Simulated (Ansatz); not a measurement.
Cost and result for the atomization energy of CH3BClNSe (`ClB1NC[Se]1`) (8 atoms, 8 bonds).

Charge 0, multiplicity 1. Correlated methods include outer-core shells of Se, which these sets cover unevenly. Scalar relativity is left out up to krypton. Geometry: relaxed with PBE0-D4/def2-TZVP. Program: Ansatz. All runs use 4 threads of a server CPU on a shared host. Times are those of one run each, without the atoms' runs, and a repeat can differ threefold. Electronic energies, without spin–orbit coupling; frozen cores. CCSD(T)/CBS adds CCSD(T) − MP2 in def2-TZVPP to the MP2 limit, and its time is that of the two runs behind it. T1 = 0.012. With those shells the extrapolation isn't a true limit. B3LYP takes the VWN-RPA correlation (the form of Gaussian; ORCA's B3LYP/G). HSE06 is the plane-wave form, built on full-range PBE exchange.

CCSD(T)/CBS is a level of theory with its own doubt, some kJ/mol a heavy atom from the limit and from the frozen cores, so smaller differences don't rank the functionals.

```
                            level  functions  wall time
           LDA (SPW92)/def2-TZVPP        225      1.1 s
               PBE0-D4/def2-TZVPP        225      2.9 s
              HSE06-D4/def2-TZVPP        225      2.9 s
              BHLYP-D4/def2-TZVPP        225      3.1 s
          CAM-B3LYP-D4/def2-TZVPP        225      3.4 s
B3LYP-D4/def2-TZVPP (with forces)        225      4.3 s
              PBE-QIDH/def2-TZVPP        225        6 s
                 CCSD(T)/def2-SVP        107        6 s
               ωB97X-V/def2-TZVPP        225      7.5 s
                B97M-V/def2-TZVPP        225      8.5 s
                   MP2/def2-QZVPP        420       16 s
               CCSD(T)/def2-TZVPP        225    2.2 min
                CCSD(T)/CBS(def2)          –    2.5 min
```

What atomization energy does each give, and how far from CCSD(T)/CBS? (An estimate is asked.)

The calculation gave: 
| level | atomization (kJ/mol) | difference from CCSD(T)/CBS | per bond |
| --- | --- | --- | --- |
| LDA (SPW92)/def2-TZVPP | 3556.6 | 539.2 | 67.4 |
| PBE0-D4/def2-TZVPP | 3070.6 | 53.2 | 6.7 |
| HSE06-D4/def2-TZVPP | 3073.2 | 55.8 | 7.0 |
| BHLYP-D4/def2-TZVPP | 2910.8 | -106.6 | -13.3 |
| CAM-B3LYP-D4/def2-TZVPP | 3025.1 | 7.7 | 1.0 |
| B3LYP-D4/def2-TZVPP (with forces) | 3020.6 | 3.2 | 0.4 |
| PBE-QIDH/def2-TZVPP | 3031.8 | 14.4 | 1.8 |
| CCSD(T)/def2-SVP | 2839.8 | -177.6 | -22.2 |
| ωB97X-V/def2-TZVPP | 3037.8 | 20.4 | 2.5 |
| B97M-V/def2-TZVPP | 3040.6 | 23.2 | 2.9 |
| MP2/def2-QZVPP | 3076.5 | 59.1 | 7.4 |
| CCSD(T)/def2-TZVPP | 2925.3 | -92.1 | -11.5 |
| CCSD(T)/CBS(def2) | 3017.4 | 0.0 | 0.0 |

From PBE to PBE0 (25 % exact exchange), in def2-TZVPP and without D4, the atomization energy moves by −71.3 kJ/mol: exact exchange takes away binding that semilocal exchange gives to molecules. The D4 term adds +36.3 kJ/mol with B3LYP and +18.7 kJ/mol with PBE0; it sums over pairs of atoms, weighted by their polarisabilities, and B3LYP, whose exchange is more repulsive, gets the larger term. Leaving LDA and LC-ωPBE aside and taking each functional with its dispersion term where it has one, the values, not all of them listed here, spread over 234.7 kJ/mol, from BHLYP-D4 to PBE-D4. LDA lies +433.3 kJ/mol from PBE without D4, its usual overbinding.
